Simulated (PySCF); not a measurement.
H₂Cl₂NTi (SMILES [NH2][Ti+]([Cl])[Cl]), charge +1, singlet, at a GFN2-xTB geometry (such geometries of metal compounds can be far from the true shape) (the multiplicity is a formal guess). Base run: HF/def2-SVP in PySCF.

The PySCF input:
```python
from pyscf import gto, scf

mol = gto.M(
    atom='''
Ti   -0.215488    0.040855    0.599514
Cl   -0.751349   -1.473049   -0.785083
Cl    0.218315    1.696260   -0.652530
N     1.409055   -0.482244    1.222689
H     2.213580    0.139061    1.379019
H     1.725334   -1.456750    1.312276
''',
    basis='def2-svp',
    charge=1,
    spin=0,
    verbose=4,
)

mf = scf.RHF(mol)
mf.kernel()
```

Variants of this job, named by their change:

```tsv
change	ΔE vs base (mEh)	fitting functions	outcome
base	0.000	-	converged
auxbasis = def2-svp-ri	-3114.5	343	converged
only_dfj = on; auxbasis = def2-universal-jfit	-0.373	262	converged
auxbasis = def2-tzvp-ri	-3978.7	514	converged
auxbasis = def2-universal-jkfit	0.111	633	converged
auxbasis = cc-pvdz-jkfit	-	-	input refused
auxbasis = even-tempered beta=2.0	[?]	[?]	converged
auxbasis = even-tempered beta=3.0	[?]	[?]	converged
auxbasis = autoaux	0.168	833	converged
auxbasis = def2-universal-jfit	7881.5	262	converged
```

Problem. Fill in the missing entries.

Solution. 
- auxbasis = even-tempered beta=2.0, ΔE vs base (mEh): 0.059
- auxbasis = even-tempered beta=2.0, fitting functions: 836
- auxbasis = even-tempered beta=3.0, ΔE vs base (mEh): -7.534
- auxbasis = even-tempered beta=3.0, fitting functions: 568

A fitting set is made for a task (jfit for Coulomb, jkfit for Coulomb and exchange, ri for correlation) and for a family of orbital bases.

- auxbasis = cc-pvdz-jkfit: ended with `pyscf.lib.exceptions.BasisNotFoundError: Basis set not found for Ti in cc-pvdz-jkfit`
